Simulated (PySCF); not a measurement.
## Computed properties of Si(H)2(Me)(OMe) (C2H8OSi), SMILES CO[SiH2]C

Si(H)2(Me)(OMe) (C2H8OSi), SMILES O(C)[SiH2]C. Geometry: PBE0-D3(BJ)/def2-SVP. One conformer was computed; it need not be the lowest. All values are computed for the isolated molecule unless a solvent is named; none is compared with measurement here.

**Structure.** The optimised structure has Cs symmetry. All 30 harmonic modes at PBE0-D3(BJ)/def2-SVP (PySCF) are real, so it is a minimum. With heavy atoms numbered as in [SiH2:1]([CH3:2])[O:3][CH3:4], the shortest bond between them is O3–C4 at 1.398 Å and the longest Si1–C2 at 1.862 Å.

**Vibrations.** The strongest infrared lines (harmonic, unscaled, degenerate partners summed) lie at 940 cm⁻¹ (285 km/mol, H 77 %, Si 17 %), 2194 cm⁻¹ (180 km/mol, H 96 %), 1227 cm⁻¹ (172 km/mol, O 37 %, H 35 %, C 27 %). The softest mode is at 81 cm⁻¹ and the zero-point energy is 60.3 kcal/mol.

**Electronic structure.** ωB97X/def2-TZVP (PySCF) places the frontier levels at -10.40 and 2.67 eV, a gap of 13.07 eV, and gives a dipole moment of 0.29 D and a mean polarisability of 54.3 bohr³. PBE/def2-TZVP (PySCF) at the same geometry gives -6.41 and -0.14 eV, so its gap is 6.80 eV narrower. An orbital gap is neither the optical nor the fundamental gap.

**Excitations.** TDA-M06-2X/def2-SVPD (PySCF) has S1 at 7.45 eV (166 nm, f = 0.006, weak); the most intense of the 10 singlets computed lies at 9.17 eV (f = 0.22). T1 (TDA) is at 7.16 eV, 0.29 eV under S1. TDA-PBE/def2-SVPD (PySCF) puts S1 at 6.34 eV. No vertical singlet excitation falls in the visible range (under 3.1 eV).

**NMR.** GIAO shifts at PBE0/pcSseg-1 (PySCF) (non-relativistic, atoms alike by connectivity averaged): ¹³C from -1.7 to 55.9 ppm against TMS; ¹H from 0.6 to 5.1 ppm against TMS; ²⁹Si at -6.3 ppm against TMS.

**Solvation.** SMD-M06-2X/6-31G* (PySCF) gives 0.5 kcal/mol in water, -2.3 kcal/mol in methanol, -1.6 kcal/mol in benzene (1 M in both phases, gas-phase geometry); of these solvents methanol holds the molecule best.
